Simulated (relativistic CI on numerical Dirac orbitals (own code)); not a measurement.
## Line list: Electric-dipole lines, Te VII

These numbers are calculated, not measured: Dirac-Coulomb-Breit CI, separate exchange-only KLI orbitals for each configuration, model QED, valence Slater integrals scaled by 0.9, P86 correlation estimate, and configurations built on the next ion tied to the tabulated ionisation energy (semi-empirical) (own radial code, finite nucleus).

Configuration list (outside the closed core [Ar] 3d10): 4s2.4p6.4d10, 4s2.4p6.4d9.5s, 4s2.4p6.4d9.5p, 4s2.4p6.4d9.5d, 4s2.4p6.4d9.6s, 4s2.4p6.4d9.4f, 4s2.4p6.4d9.5f, 4s2.4p6.4d8.4f2, 4s2.4p6.4d8.5s2, 4s2.4p6.4d9.6p, 4s2.4p6.4d9.6d, 4s2.4p5.4d10.4f, 4s2.4p6.4d8.5s.5p, 4s2.4p6.4d9.5g, 4s2.4p6.4d9.6f, 4s2.4p6.4d8.5p2, 4s2.4p6.4d8.4f.5s, 4s2.4p5.4d10.5s, 4s.4p6.4d10.4f, 4s2.4p6.4d8.4f.5p, 4s2.4p5.4d10.5p, 4s2.4p4.4d10.4f2. Levels of other configurations are missing.

```tsv
λ vac (nm)	Lower	Upper	A (s⁻¹)	log gf	S velocity/length
11.473	4s2.4p6.4d10 1S_0 [1]	4s2.4p6.4d9.6f 1P°_1 [247]	7.23e+11	0.63	0.68
12.677	4s2.4p6.4d10 1S_0 [1]	4s2.4p6.4d9.5f 1P°_1 [152]	3.51e+11	0.40	0.74
15.249	4s2.4p6.4d10 1S_0 [1]	4s2.4p6.4d9.4f 1P°_1 [59]	3.60e+11	0.58	1.08
22.855	4s2.4p6.4d10 1S_0 [1]	4s2.4p6.4d9.5p 1P°_1 [14]	3.98e+10	-0.03	0.88
45.716	4s2.4p6.4d9.4f 3H°_6 [21]	4s2.4p6.4d9.5g 3I_7 [137]	1.11e+10	0.72	0.84
46.326	4s2.4p6.4d9.4f 3H°_5 [22]	4s2.4p6.4d9.5g 1I_6 [138]	9.45e+09	0.60	0.84
60.946	4s2.4p6.4d9.5p 3P°_2 [6]	4s2.4p6.4d9.5d 3P_2 [29]	7.58e+09	0.32	0.66
61.762	4s2.4p6.4d9.5p 3F°_2 [9]	4s2.4p6.4d9.5d 3G_3 [45]	6.69e+09	0.43	0.66
62.733	4s2.4p6.4d9.5p 3F°_3 [7]	4s2.4p6.4d9.5d 3G_4 [28]	9.79e+09	0.72	0.66
63.433	4s2.4p6.4d9.5d 3G_4 [28]	4s2.4p6.4d9.5f 3H°_5 [84]	1.21e+10	0.91	0.93
63.596	4s2.4p6.4d9.5d 3G_3 [45]	4s2.4p6.4d9.5f 3H°_4 [94]	1.20e+10	0.82	0.93
63.725	4s2.4p6.4d9.5p 3P°_2 [6]	4s2.4p6.4d9.5d 3S_1 [23]	8.40e+09	0.19	0.66
64.177	4s2.4p6.4d9.5d 3G_4 [48]	4s2.4p6.4d9.5f 1H°_5 [95]	1.23e+10	0.92	0.93
64.254	4s2.4p6.4d9.5d 3G_5 [30]	4s2.4p6.4d9.5f 3H°_6 [83]	1.26e+10	1.01	0.93
64.499	4s2.4p6.4d9.5d 3F_4 [39]	4s2.4p6.4d9.5f 3G°_5 [89]	1.02e+10	0.84	0.93
66.758	4s2.4p6.4d9.5p 3F°_4 [10]	4s2.4p6.4d9.5d 3G_5 [30]	9.77e+09	0.86	0.64
67.147	4s2.4p6.4d9.5p 3F°_3 [15]	4s2.4p6.4d9.5d 3G_4 [48]	9.51e+09	0.76	0.64
67.593	4s2.4p6.4d9.5p 3D°_2 [17]	4s2.4p6.4d9.5d 3F_3 [52]	6.94e+09	0.52	0.64
67.889	4s2.4p6.4d9.5p 3D°_3 [13]	4s2.4p6.4d9.5d 3F_4 [39]	6.63e+09	0.61	0.64
80.583	4s2.4p6.4d9.5s 3D_3 [2]	4s2.4p6.4d9.5p 3D°_3 [13]	1.92e+09	0.12	0.97
85.819	4s2.4p6.4d9.5s 3D_3 [2]	4s2.4p6.4d9.5p 3F°_4 [10]	2.56e+09	0.41	1.00
86.418	4s2.4p6.4d9.5s 1D_2 [5]	4s2.4p6.4d9.5p 3F°_3 [15]	2.23e+09	0.24	1.00
97.269	4s2.4p6.4d9.5s 3D_2 [3]	4s2.4p6.4d9.5p 3F°_3 [7]	1.17e+09	0.07	0.98
97.904	4s2.4p6.4d9.5s 3D_3 [2]	4s2.4p6.4d9.5p 3P°_2 [6]	1.68e+09	0.08	0.98
134.71	4s2.4p6.4d9.6d 3G_5 [99]	4s2.4p6.4d9.6f 3H°_6 [207]	3.44e+09	1.09	0.88
145.23	4s2.4p6.4d9.6p 3F°_3 [62]	4s2.4p6.4d9.6d 3G_4 [96]	2.58e+09	0.87	0.99
153.69	4s2.4p6.4d9.6p 3F°_4 [63]	4s2.4p6.4d9.6d 3G_5 [99]	2.64e+09	1.01	0.97
153.92	4s2.4p6.4d9.6p 3F°_3 [72]	4s2.4p6.4d9.6d 3G_4 [114]	2.60e+09	0.92	0.99
198.25	4s2.4p6.4d9.5f 3H°_6 [83]	4s2.4p6.4d9.5g 3I_7 [137]	1.38e+09	1.09	0.97
201.64	4s2.4p6.4d9.5f 3H°_5 [84]	4s2.4p6.4d9.5g 1I_6 [138]	1.26e+09	1.00	0.98
```

Terms are leading LS components. Brackets give the number of a level in order of energy, since labels repeat. The list gives strong lines, with weight on those to low levels, without configurations that were not tied to measured data, among the lowest 300 of 1651 levels, so that lines to higher ones, which can be the strongest, are missing. Levels whose partners in the same complex of configurations lie outside the list can be far off, and so can their lines. Rates are taken at the computed energies, electric ones in the length gauge. A velocity-to-length ratio far from 1 marks an uncertain rate.

Configurations that consist of the next ion and one excited electron were tied to the tabulated ionisation energy; Rydberg ones are usually within 1,000 to 3,000 cm⁻¹ and the lowest ones within about 6,000 (9,000 in d shells), while levels on excited terms of the next ion carry the error of that term, and the other configurations can be misplaced by 10,000 cm⁻¹ or more. Rates follow the energies as ν³ (E1, M1) or ν⁵ (E2), so rates, branching and lifetimes can be off by large factors. Levels and lines within the n = 5 or 6 shells can be off by up to 10 % or somewhat more, and those that change n by about 2 %, since core polarisation is missing. 12 of the 14 excited levels that our extract of the measured tables holds in this range could be paired (the sources list more); they are missed by 5305 cm⁻¹ on average and 7133 at most, and levels without a partner can miss by more.

Task: From the table, what is the radiative lifetime of 4s2.4p6.4d9.5g 3I_7?

Result: The listed rates from this level add up to about 1.25e+10 s⁻¹, 100 % of its decay; with all channels τ = 7.99e-11 s.

LS names give the leading component of a level, which can be under half, so a name can repeat, a term be missing and a line seem to break the LS rules.
